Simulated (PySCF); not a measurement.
Excitation energy of N⁺ by level of theory

N⁺ [He] 2s2 2p2 (3P) → N⁺ [He] 2s1 2p2 3d1 (high-spin determinant), as a difference of total energies. Calculation: PySCF 2.14, in dyall-av2z; no relativity, point nucleus. Correlated levels: valence: 1s2 frozen; virtual orbitals above 40 to 60 times the deepest correlated orbital energy dropped. The calculations carry no spin-orbit coupling.

| method | excitation energy (eV) |
| --- | --- |
| UHF | 32.083 |
| MP2 (valence) | 33.402 |
| SCS-MP2 (valence) | 33.752 |
| CCSD (valence) | 33.654 |
| CCSD(T) (valence) | 33.599 |

How much does correlation contribute at CCSD(T) (valence)?

33.599 − (32.083) = 1.516 eV, measured against UHF.

The upper state lies above the first ionisation limit, but in LS coupling its spin forbids autoionisation to the ground ion. A Rydberg-like electron needs more diffuse functions than a valence basis has.

The promoted electron is Rydberg-like, and one or two diffuse shells describe it only roughly, which tends to raise the upper state.

The coupled-cluster amplitudes are large for the upper state (T1 above 0.03 or a double amplitude above 0.15), so a single reference is strained.

The determinant of the upper state mixes LS terms, which raises its energy above the lowest term, most at the Hartree-Fock and MP2 levels.
